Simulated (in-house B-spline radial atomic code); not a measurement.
## In¹⁷⁺: [Ar] 3d10 4s2 4p2

Computed with a radial B-spline atomic code at the basis-set limit: Dirac-Kohn-Sham OLYP, spherical fractional occupations, Fermi nucleus of rms radius 4.6156 fm.

Screening seen three ways: the hydrogenic charge with the same mean radius, Z_r = [3n² - l(l+1)]/(2<r>), the one with the same energy, Z_e = n√(-2ε), and Slater's rules. Values are occupation-weighted means over j. An effective charge above Z reflects the relativistic contraction of the inner shells.

```csv
shell,electrons,ε (eV),<r> (bohr),Z_r,Z_e,Slater
1s,2,-28185,0.02972,50.48,45.51,48.70
2s,2,-4601.1,0.128,46.87,36.78,44.85
2p,6,-4182.2,0.1118,44.71,35.06,44.85
3s,2,-1215.2,0.345,39.13,28.35,37.75
3p,6,-1077,0.3424,36.51,26.69,37.75
3d,10,-862.36,0.3176,33.06,23.88,27.85
4s,2,-491.89,0.7533,31.86,24.05,22.65
4p,2,-444.03,0.781,29.45,22.85,22.65
```

The least bound orbital is 4p3/2 at -440.7 eV, and it is also the most diffuse (<r> = 0.7866 bohr).

Spin-orbit splittings of the orbital energies (j = l + 1/2 above j = l - 1/2 when positive): 2p 211.2 eV, 3p 39.11 eV, 3d 8.152 eV, 4p 9.859 eV.

For the 1s electron the small component carries 3.23 % of the norm, the zero-frequency Breit interaction raises the level by 63.4 eV, self-energy by 35.8 eV, and vacuum polarisation lowers it by 4.638 eV.
